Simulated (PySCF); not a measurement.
CdF$_{2}$ (SMILES [F][Cd][F]), singlet, at a GFN2-xTB geometry (such geometries of metal compounds can be far from the true shape) (core potentials on Cd); M062X/def2-SVP, TDA (PySCF).

The PySCF input:
```python
from pyscf import gto, scf, dft, tdscf

mol = gto.M(
    atom='''
Cd    0.30778358   -0.02139685   -0.07956996
F    -1.00402103    1.16797789   -0.79543098
F    -0.63749138   -1.05386136    1.21980408
''',
    basis='def2-svp',
    ecp={'Cd': 'def2-svp'},
    verbose=4,
)

mf = dft.RKS(mol)
mf.xc = 'm062x'
mf.kernel()
td = mf.TDA()
td.nstates = 5
td.kernel()
td.analyze(verbose=3)
```

What the program printed (banner, timings and long lists left out):

```
PySCF version 2.14.0

[INPUT] verbose = 4
[INPUT] num. atoms = 3
[INPUT] num. electrons = 38
[INPUT] charge = 0
[INPUT] spin (= nelec alpha-beta = 2S) = 0
[INPUT] symmetry False subgroup None
[INPUT] Mole.unit = angstrom
[INPUT] Symbol           X                Y                Z      unit          X                Y                Z       unit  Magmom
[INPUT]  1 Cd     0.307783580000  -0.021396850000  -0.079569960000 AA    0.581626671838  -0.040434186428  -0.150365432143 Bohr   0.0
[INPUT]  2 F     -1.004021030000   1.167977890000  -0.795430980000 AA   -1.897324770004   2.207158331647  -1.503146703194 Bohr   0.0
[INPUT]  3 F     -0.637491380000  -1.053861360000   1.219804080000 AA   -1.204684114971  -1.991509343662   2.305095636827 Bohr   0.0

nuclear repulsion = 113.92701258815
number of shells = 23
number of NR pGTOs = 105
number of NR cGTOs = 59
basis = def2-svp
ecp = {'Cd': 'def2-svp'}

******** <class 'pyscf.dft.rks.RKS'> ********
method = RKS
initial guess = minao
damping factor = 0
level_shift factor = 0
DIIS = <class 'pyscf.scf.diis.CDIIS'>
diis_start_cycle = 1
diis_space = 8
diis_damp = 0
SCF conv_tol = 1e-09
SCF conv_tol_grad = None
SCF max_cycles = 50
direct_scf = True
direct_scf_tol = 1e-13
XC library pyscf.dft.libxc version 7.1.2
    S. Lehtola, C. Steigemann, M. J. T. Oliveira, and M. A. L. Marques,  SoftwareX 7, 1–5 (2018)
XC functionals = m062x
    Y. Zhao and D. G. Truhlar,  Theor. Chem. Acc. 120, 215 (2008)
    Y. Zhao and D. G. Truhlar,  Theor. Chem. Acc. 120, 215 (2008)
radial grids:
    Treutler-Ahlrichs [JCP 102, 346 (1995); DOI:10.1063/1.469408] (M4) radial grids

becke partition: Becke, JCP 88, 2547 (1988); DOI:10.1063/1.454033
pruning grids: <function nwchem_prune>
grids dens level: 3
symmetrized grids: False
atomic radii adjust function: <function treutler_atomic_radii_adjust>
small_rho_cutoff = 0
Set gradient conv threshold to 3.16228e-05
Initial guess from minao.
tot grids = 50920
init E= -352.778066199253
  HOMO = -0.95309149619065  LUMO = -0.738780290139388  gap/eV = 5.83170
cycle= 1 E= -366.615016211314  delta_E= -13.8  |g|= 1.47  |ddm|= 3.29
  HOMO = -0.192872464655171  LUMO = -0.0628568205324136  gap/eV = 3.53791
cycle= 2 E= -366.745286393548  delta_E= -0.13  |g|= 1.41  |ddm|= 2.63
  HOMO = -0.397273255932713  LUMO = -0.109286125629314  gap/eV = 7.83653
cycle= 3 E= -367.075837097777  delta_E= -0.331  |g|= 0.0974  |ddm|= 1.11
  HOMO = -0.376070380686725  LUMO = -0.116870622125262  gap/eV = 7.05318
cycle= 4 E= -367.076844712434  delta_E= -0.00101  |g|= 0.0814  |ddm|= 0.139
  HOMO = -0.385821129890273  LUMO = -0.116304990816275  gap/eV = 7.33391
cycle= 5 E= -367.077999030453  delta_E= -0.00115  |g|= 0.00682  |ddm|= 0.0626
  HOMO = -0.387058758335209  LUMO = -0.115990574572791  gap/eV = 7.37614
cycle= 6 E= -367.078021829888  delta_E= -2.28e-05  |g|= 0.00252  |ddm|= 0.0128
  HOMO = -0.387488320517632  LUMO = -0.116174095669567  gap/eV = 7.38284
cycle= 7 E= -367.078025047211  delta_E= -3.22e-06  |g|= 0.000711  |ddm|= 0.00462
  HOMO = -0.387582813300161  LUMO = -0.116191104564034  gap/eV = 7.38494
cycle= 8 E= -367.078025630356  delta_E= -5.83e-07  |g|= 0.000132  |ddm|= 0.00256
  HOMO = -0.387606630001974  LUMO = -0.116178367819685  gap/eV = 7.38594
cycle= 9 E= -367.078025650286  delta_E= -1.99e-08  |g|= 3.52e-05  |ddm|= 0.000478
  HOMO = -0.38761248603502  LUMO = -0.116176915157329  gap/eV = 7.38614
cycle= 10 E= -367.078025651427  delta_E= -1.14e-09  |g|= 1.38e-05  |ddm|= 0.000109
  HOMO = -0.387613706456346  LUMO = -0.116176496891185  gap/eV = 7.38618
cycle= 11 E= -367.078025651495  delta_E= -6.72e-11  |g|= 1.18e-05  |ddm|= 2.78e-05
  HOMO = -0.387614590226143  LUMO = -0.116176096438995  gap/eV = 7.38622
Extra cycle  E= -367.078025651479  delta_E= 1.59e-11  |g|= 1.59e-05  |ddm|= 1.92e-05
converged SCF energy = -367.078025651479

******** <class 'pyscf.tdscf.rks.TDA'> for <class 'pyscf.dft.rks.RKS'> ********
nstates = 5 singlet
deg_eia_thresh = 1.000e-03
wfnsym = None
conv_tol = 1e-05
eigh lindep = 1e-12
eigh level_shift = 0
eigh max_cycle = 100

Excitation energies (eV)
[4.01261198 4.29253115 4.77214294 4.78760079 5.4727624 ]

** Singlet excitation energies and oscillator strengths **
Excited State   1:      4.01261 eV    308.99 nm  f=0.0041
Excited State   2:      4.29253 eV    288.84 nm  f=0.0000
Excited State   3:      4.77214 eV    259.81 nm  f=0.0469
Excited State   4:      4.78760 eV    258.97 nm  f=0.0235
Excited State   5:      5.47276 eV    226.55 nm  f=0.0195
```
